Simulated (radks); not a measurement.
Q: Excited configurations of the dysprosium ion Dy38+: one electron is placed in a higher orbital outside [Ar] 3d9. The ground configuration is [Ar] 3d10. Method: non-relativistic Kohn-Sham, BLYP, spin-polarised, spherical densities, point nucleus; open shells are filled with parallel spins first (spin-orbit coupling, left out, can overturn this in heavy ions); relativity is left out, which matters for an element this heavy; computed with a radial shooting solver on a logarithmic mesh with Libxc functionals. Excitation = E - E(ground); binding = E(ion) - E, where the ion is the core of charge +39; n* = 39/sqrt(2 binding) in atomic units, and the quantum defect is n - n*.

outer orbital  excitation (eV)  binding (eV)     n*  quantum defect  eigenvalue (eV)  <r> (bohr)
4s                      1216.3        1680.9  3.509           0.491          -1658.8      0.4790
4p                      1285.0        1612.2  3.583           0.417          -1589.8      0.4753
5s                      1879.3        1017.9  4.509           0.491          -1005.7      0.7879
5p                      1913.1        984.05  4.586           0.414          -971.89      0.7906
6s                      2214.5        682.68  5.506           0.494          -674.89       1.173
7s                      2407.2        489.93  6.499           0.501          -484.29       1.633
7d                      2437.9        459.23  6.713           0.287          -453.65       1.666
7f                      2457.2        439.99  6.858           0.142          -434.40       1.661

Estimate the row for 6d.

A: excitation (eV) 2264.7; binding (eV) 632.43; n* 5.720; quantum defect 0.280; eigenvalue (eV) -624.58; <r> (bohr) 1.190. The Delta-SCF ionisation energy is 2897.2 eV (NIST Atomic Spectra Database: 2882 eV, theoretical). Self-interaction in the functional shifts the binding energies and quantum defects, so they are the method's values and not measured ones. Relativity is left out here, which matters for elements this heavy. Open shells are spherical and high-spin; term and fine-structure splittings are not resolved.
